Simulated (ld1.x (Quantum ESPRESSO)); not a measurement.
Which setting gave this result? (hafnium (Hf), PAW)

Base potential:

hafnium (Hf), PAW, made with ld1.x (Quantum ESPRESSO) 7.5 (PBE, scalar-relativistic). Core [Kr] 4d10 4f14, reference 5s2 5p6 5d2 6s0 6p0 (charge +2). Waves: 5s (bound): rcut 1.65, rcutus 1.90 bohr; 6s (bound, empty): rcut 1.65, rcutus 1.90 bohr; 5p (bound): rcut 1.75, rcutus 2.10 bohr; 6p (bound, empty): rcut 1.75, rcutus 2.10 bohr; 5d (bound): rcut 1.65, rcutus 2.05 bohr; 5d channel at 1.65 Ry: rcut 1.65, rcutus 2.05 bohr; 5f channel at -0.15 Ry: rcut 1.80, rcutus 2.45 bohr. Local part: all-electron potential smoothed inside 2.00 bohr (lloc = -2). Core correction: Bessel-smoothed model core inside 1.95 bohr. Augmentation charge: BESSEL, radius 1.50 bohr.

Cutoffs, loose and tight: the cutoffs (Ry, on a coarse ladder) from which the occupation-weighted sum of valence levels, in a spherical-Bessel basis at the reference potential, stays within 10 and 1 mRy of its value at 400 Ry. They do not see the model core or the augmentation charge, which bear on the density cutoff. Test errors are all-electron minus pseudo excitation energies from the reference, over the configurations 5s2 5p6 5d2 6s2 6p0; 5s2 5p6 5d2 6s1 6p0; 5s2 5p6 5d1 6s0 6p0; 5s2 5p6 5d2 6s1 6p1; 5s2 5p6 5d3 6s0 6p0; 5s2 5p6 5d2 6s1.5 6p0; 5s2 5p6 5d2 6s0 6p1; variants that change the core or the reference have their own tests. The largest error is taken over the tests solved by every variant that gives reliable tests at all, those not shown here included: 5s2 5p6 5d1 6s0 6p0; 5s2 5p6 5d2 6s1 6p0; 5s2 5p6 5d2 6s1.5 6p0; 5s2 5p6 5d2 6s2 6p0; 5s2 5p6 5d3 6s0 6p0.

Only the p radius is moved (4 further runs of the sweep failed or gave no value and are left out):

```
p radius (bohr)  cutoff, loose  cutoff, tight  bound ghosts  largest test error (meV)  median size of the test errors
           1.88          25 Ry          40 Ry          none                       -39                         4.1 meV
           2.26          21 Ry          30 Ry          none                       -40                         4.4 meV
           2.52          21 Ry          30 Ry          none                       -40                         5.5 meV
           2.72          21 Ry          30 Ry          none                       -42                         8.4 meV
```

**Question.** One more run gave cutoff, loose: 21 Ry; cutoff, tight: 35 Ry; bound ghosts: none; largest test error (meV): -39; median size of the test errors: 4.3 meV. Which value of the p radius was used?

**Answer.** 2 bohr. The median size of the test errors moves one way along this sweep, from 4.1 meV at 1.88 to 8.4 meV at 2.72 bohr, which places the run between 1.88 and 2.26 bohr.
